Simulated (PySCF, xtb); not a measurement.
C₂H₁₀O₂Si₂, SMILES CC([SiH2]O)[SiH2]O.

xtb with GFN2-xTB at its own geometry gives an orbital gap of 5.70 eV and a dipole moment of 1.91 D.

Coordinates come from a B3LYP-D3(BJ)/def2-SVP optimisation. This is a generated structure with no PubChem entry under its InChIKey; it may be hypothetical. Other conformers were not sampled.

What does PBE0/def2-TZVP run with PySCF give? (An estimate is asked for; the answer gives what the named calculation found.)

gap 7.87 eV (levels -7.84 and 0.03 eV), dipole 1.87 D.
